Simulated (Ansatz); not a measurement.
## GeH4InSi+: where a starting geometry ends

The starting geometry of this gas-phase singlet was optimised with GFN2-xTB.

```json
{"atom": "Ge", "x (Å)": "-0.6882", "y (Å)": "-0.6603", "z (Å)": "-0.9089"}
{"atom": "In", "x (Å)": "0.1327", "y (Å)": "-1.3500", "z (Å)": "1.8432"}
{"atom": "Si", "x (Å)": "-2.0911", "y (Å)": "1.0313", "z (Å)": "-1.9192"}
{"atom": "H", "x (Å)": "-1.7505", "y (Å)": "2.3887", "z (Å)": "-2.3891"}
{"atom": "H", "x (Å)": "-3.5397", "y (Å)": "1.0183", "z (Å)": "-2.2029"}
{"atom": "H", "x (Å)": "-0.1218", "y (Å)": "0.6033", "z (Å)": "0.0383"}
{"atom": "H", "x (Å)": "-1.9181", "y (Å)": "-0.7724", "z (Å)": "0.2256"}
```

Task: Predict what becomes of its bonds when it is optimised with PBE-D3(BJ)/def2-SVP.

Result: A bond breaks, giving a structure given below by its coordinates. Distances that change by over a tenth: In2–Si3 (4.98 → 3.08 Å). Contacts that open: Ge1–In2 (2.95 → 4.36 Å).

The energy falls by 0.69 eV over 28 steps:

```
step  E − E(last) (eV)
   1             0.690
   4             0.485
   7             0.376
  10             0.238
  13             0.167
  16             0.115
  19             0.067
  22             0.013
  25             0.000
  28             0.000
```

Final geometry (Å):

```yaml
atoms:
  - { symbol: Ge, position_ang: [-0.6939, -0.7305, -1.3739] }
  - { symbol: In, position_ang: [-2.0132, 1.5066, 2.1305] }
  - { symbol: Si, position_ang: [-2.0033, 1.0638, -0.9218] }
  - { symbol: H, position_ang: [-1.4506, 2.3621, -1.4375] }
  - { symbol: H, position_ang: [-3.4584, 0.8433, -1.2237] }
  - { symbol: H, position_ang: [0.8474, -0.6170, -1.3525] }
  - { symbol: H, position_ang: [-1.2045, -2.1694, -1.1342] }
```

No frequencies were run, so the end isn't proven a minimum. Atoms past krypton carry core potentials, without spin–orbit terms. Run with Ansatz 0.2.0, 37 s on 2 threads of Intel(R) Xeon(R) Platinum 8488C (Sapphire Rapids), with other jobs on the host.
